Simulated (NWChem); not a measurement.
**Correlation energy of HClSi**

```
Si
H 1 1.5382
Cl 1 2.0903 2 95.27
```
Charge 0, spin multiplicity 1.

All runs are NWChem calculations. All single points use one geometry, from PBE0/def2-SVP, a minimum by its harmonic frequencies.

Basis set: 6-311G**. Each correlation energy counts from its own Hartree-Fock reference.

The correlated methods keep 10 core orbitals frozen. The Pople sets run with spherical d functions. The structure started from a generated list of species. Coupled-cluster values serve here as a point of comparison, not as the truth.

Problem. Order these methods by the correlation energy they give, lowest first: CR-CCSD(T), SCS-MP2, CCSD(T), MP2, CCSD.

Solution. CCSD(T) (-252.3 mHa), CR-CCSD(T) (-251.1 mHa), CCSD (-245.5 mHa), SCS-MP2 (-216.5 mHa), MP2 (-215.0 mHa)
